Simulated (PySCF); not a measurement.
SMILES OB(O)[SiH2][SiH](Cl)Cl, PBE0/def2-SVP optimised geometry.

```
12

Si    -0.44    -0.99     0.00
Cl    -1.05    -1.88    -1.77
Cl    -1.05     0.99     0.00
Si    -1.44    -2.00     1.86
B     -1.01    -0.83     3.47
O      0.30    -0.63     3.73
O     -1.94    -0.21     4.25
H      1.05    -0.99     0.00
H     -0.90    -3.39     1.99
H     -2.91    -2.09     1.56
H      0.44    -0.04     4.48
H     -2.85    -0.38     3.99
```

Density from PBE0/def2-TZVP in PySCF at that geometry.

Minimum of the electron density along straight lines between bonded atoms, close to the bond critical point (lines longer than 1.1 times the sum of covalent radii, or with two minima, are not listed):

| bond | length / Å | ρ at the minimum / e bohr⁻³ | ∇²ρ there / e bohr⁻⁵ | position (fraction from the first atom) |
|---|---|---|---|---|
| Si1–Cl2 | 2.071 | 0.097 | 0.21 | 0.36 |
| Si1–Cl3 | 2.078 | 0.095 | 0.20 | 0.36 |
| Si1–Si4 | 2.337 | 0.094 | [?] | 0.63 |
| Si4–B5 | 2.040 | [?] | [?] | 0.39 |
| B5–O6 | 1.354 | 0.215 | 0.96 | 0.33 |
| B5–O7 | 1.360 | 0.210 | 0.97 | 0.33 |
| Si1–H8 | 1.488 | 0.125 | 0.12 | 0.49 |
| Si4–H9 | 1.497 | 0.116 | 0.16 | 0.49 |
| Si4–H10 | 1.499 | 0.116 | 0.15 | 0.49 |
| O6–H11 | 0.967 | 0.353 | -2.41 | 0.81 |
| O7–H12 | 0.961 | 0.359 | -2.48 | 0.81 |

Q: What belongs in the gaps?

A: 
- Si1–Si4, ∇²ρ there / e bohr⁻⁵: -0.13
- Si4–B5, ρ at the minimum / e bohr⁻³: 0.109
- Si4–B5, ∇²ρ there / e bohr⁻⁵: -0.06
